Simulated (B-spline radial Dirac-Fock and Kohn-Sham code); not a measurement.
**Ionisation of each subshell: Tm¹²⁺**

System: Tm¹²⁺, [Kr] 4d10 4f9 5s2; nuclear rms radius 5.2256 fm (A = 169).

The run's input, task.json:

```json
{"items": [{
  "Z": 69,
  "q": 12,
  "cfg": [[1, 0, 2], [2, 0, 2], [2, 1, 6], [3, 0, 2], [3, 1, 6], [3, 2, 10], [4, 0, 2], [4, 1, 6], [4, 2, 10], [4, 3, 9], [5, 0, 2]],
  "A": 169,
  "rrms": 5.2256,
  "do": ["binding"]
}]}
```

Command: `python xray_run.py task.json out`

Method: Dirac-Fock energy differences between relaxed states, corrected for Breit and QED terms. Computed with a radial finite-basis atomic code. No correlation. Energies are counted from the vacuum level.

All terms are in eV, carry their sign (relaxation lowers the binding energy) and add up to the binding energy; ⟨r⟩ is the mean radius of the orbital in the initial state.

```csv
subshell,−ε (Koopmans),relaxation,Breit,self-energy,vacuum polarisation,binding energy,⟨r⟩ (bohr)
K (1s),59995.1,-75.41,-181.80,-114.95,20.24,59643.1,0.020
L1 (2s),10452.2,-41.32,-19.72,-15.98,2.63,10377.8,0.084
L2 (2p1/2),9950.7,-45.56,-32.70,0.21,0.06,9872.7,0.070
L3 (2p3/2),8968.2,-43.01,-20.36,-1.02,-0.11,8903.7,0.078
M1 (3s),2594.7,-19.62,-3.50,-3.60,0.57,2568.5,0.220
M2 (3p1/2),2374.2,-20.50,-6.00,-0.01,0.01,2347.7,0.210
M3 (3p3/2),2163.1,-19.27,-3.45,-0.24,-0.03,2140.1,0.224
M4 (3d3/2),1793.0,-21.61,-2.53,0.28,-0.03,1769.1,0.197
M5 (3d5/2),1747.4,-21.15,-1.58,0.16,-0.03,1724.8,0.201
N1 (4s),729.5,-5.41,-0.76,-0.85,0.14,722.6,0.494
N2 (4p1/2),638.5,-5.31,-1.28,0.01,0.00,631.9,0.503
N3 (4p3/2),589.4,-4.68,-0.68,-0.04,-0.01,584.0,0.531
N4 (4d3/2),439.3,-4.41,-0.39,0.07,-0.01,434.6,0.551
N5 (4d5/2),430.1,-4.20,-0.19,0.04,-0.01,425.7,0.561
"N6,7 (4f)",248.0,-3.57,0.08,0.04,-0.01,244.6,0.620
O1 (5s),258.7,-0.44,-0.18,-0.19,0.03,257.9,1.069
```

For the deepest level, K (1s), the Breit terms make up -0.305 % of the binding energy, QED -0.159 % and orbital relaxation -0.126 %.

Going to the tabulated ground configuration of the next ion removes an electron from O1 (5s), computed at 257.9 eV. NIST lists 274 ± 14 eV as the ionisation energy of this species (theoretical), +16.12 eV from the computed value. Where a p, d or f shell is open in either ion the computed value averages over both j values and all terms, while the table refers to the lowest levels; that difference holds spin-orbit splitting (largest in heavy or highly charged ions), term energies where several electrons share open shells, and correlation, and it can reach 10 % or more.
